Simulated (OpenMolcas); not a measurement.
# Cr⁴⁺: the spin-orbit constant, worked from levels

```
Program             : OpenMolcas
Basis               : ANO-R2 [6s4p4d2f]
Scalar Hamiltonian  : X2C, finite nucleus
Active space        : 8 electrons in 8 orbitals (RAS1 3p, at most 2 holes; RAS2 3d)
State averaging     : 2S+1 = 3 even, 10 roots; 2S+1 = 1 even, 15 roots
Spin-orbit coupling : RASSI with atomic mean-field integrals over the reference wave functions, term energies averaged over their components
```

Methods: RASSCF; SS-RASPT2, IPEA 0.25 Eh, imaginary shift 0.1 Eh (closed shells correlated: 3s). Measured levels: Sugar and Corliss, J. Phys. Chem. Ref. Data 6, 317 (1977).

**The spin-orbit constant.** For the Hund term 3F of d2, E(J) = (A/2) J(J+1) + constant and ζ = 2S·A = 2A. From J = 2 to J = 4 the energy changes by 7 A.

```tsv
Source	E(4) - E(2)	A	ζ
RASSCF	1228.1	175.4	351
SS-RASPT2	1229.3	175.6	351
measured	1141.7	163.1	326
```

All in cm-1. SS-RASPT2 is off by +7.7 % and RASSCF by +7.6 %. Both methods take the spin-orbit matrix elements from the reference wave functions, so the second can move ζ only through the term energies and any multistate remixing. Second-order mixing with other terms is absorbed into this ζ.

Term energies are means over components that CASPT2 splits; among the terms shown or strongly mixed into the levels shown the widest spread is 340 cm-1 (3d2 3F, SS-RASPT2). Active for correlation alone: 3p; no level in the range computed is led by a configuration that opens it, so any true level of that kind is missing. Without dynamic correlation excited terms often stand tens of per cent too high (terms of higher spin than the ground term too low), and those without a measured partner can miss by more than the paired ones (holds for RASSCF). Measured partners are found by configuration, term and J. A level has none where our copy of the source lacks it or the pairing is in doubt (some pairs that miss far off the trend of their configuration count as doubtful), and it then counts in no deviation. Levels of configurations outside the active space are missing.
